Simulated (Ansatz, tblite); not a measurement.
Cost and result up the ladder for the cluster ZrO2 (the lowest singlet isomer of a short search) (3 atoms). The state is a singlet with charge 0. Geometry: PBE0-D4/def2-TZVP.

```xyz
3

Zr   -0.065    0.282   -0.627
O     1.277    0.530    0.485
O    -1.212   -0.812    0.142
```

Ansatz on 4 threads of INTEL XEON PLATINUM 8581C on a shared host; xTB runs through tblite on one thread. Times are rough, summed over both states, and most runs start from the orbitals of an earlier one. RPA@PBE/def2-TZVP serves as the yardstick here, not as an exact answer. The other state is a triplet at its own geometry.

In the def2 sets Zr takes a core potential; there is no spin–orbit coupling. The xTB rows come from tblite. LC-ωPBE has ω = 0.4 bohr⁻¹. Correlated methods freeze 2 core orbitals; core or outer-core shells of Zr are correlated, in sets that lack core-valence functions. The structure comes from a short search, and lower isomers may exist.

Run but left out: HF/STO-3G, MP2/def2-TZVP, MP2/def2-TZVPP (triplet: ⟨S²⟩ 2.27 to 2.30, where a pure state has 2.00); HF/def2-TZVP, HF/def2-TZVPP (triplet: a determinant that CCSD turns far, T1 0.052).

Second-order perturbation terms are unreliable where d shells bring near-degenerate states, and here PBE-QIDH/def2-TZVP lies more than 0.4 eV from the median of the functionals without such a term.

Correlated methods converge slowly with the basis.

xTB has no spin-polarisation term.

```csv
level,functions,wall time,triplet − singlet (eV),difference from RPA@PBE/def2-TZVP (eV),remarks
GFN1-xTB,17,0.004 s,3.78,2.29,–
GFN2-xTB,17,0.004 s,2.60,1.11,–
LDA (SPW92)/def2-TZVP,102,0.65 s,2.04,0.55,–
PBE-D4/def2-TZVP,102,1.1 s,1.84,0.35,–
revPBE-D4/def2-TZVP,102,1.1 s,1.81,0.32,–
BLYP-D4/def2-TZVP,102,1.1 s,1.70,0.21,–
RPA@PBE/def2-TZVP,102,1.8 s,1.49,0.00,–
r2SCAN-D4/def2-TZVP,102,2 s,1.79,0.30,–
PBE0-D4/def2-TZVP (with forces),102,2.1 s,1.91,0.42,–
PBE-QIDH/def2-TZVP,102,2.2 s,2.36,0.87,"spin-contaminated (⟨S²⟩ 2.14) (triplet), test for broken spin undecided (singlet)"
LC-ωPBE/def2-TZVP,102,2.3 s,2.26,0.77,–
CCSD(T)/def2-TZVPP,118,8.4 s,2.04,0.55,"large T1 (0.052) (triplet), spin-contaminated (⟨S²⟩ 2.27) (triplet)"
```
